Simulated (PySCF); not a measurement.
Level of theory: PBE0/[Ir def2-TZVP with ECP60, N def2-TZVP, F def2-TZVP], scalar-relativistic core potentials, density fitting, no spin–orbit coupling, PySCF. Open shells, if any, are unrestricted.

What spin state, shape and geometry does isolated FIrN take (every ligand bound to Ir)?

Formally Ir is in oxidation state +4, d5, with 1 unpaired electron (the high-spin count would be 5). The Mulliken spin on Ir is 0.84. The polar-tensor charge on Ir, 1.06, is far below the formal one. The lowest minimum found is a doublet of C∞v symmetry with Ir–F 1.889 Å, Ir–N 1.612 Å; F–Ir–N 180.0°. Its harmonic wavenumbers are 42 (π), 646 (σ+), 1216 (σ+) cm⁻¹ and its dipole moment is 1.04 D.

This need not be the most stable arrangement of these atoms. Other spin states or occupations of the open shell can lie lower. Spin–orbit coupling, left out here, can matter for elements this heavy.
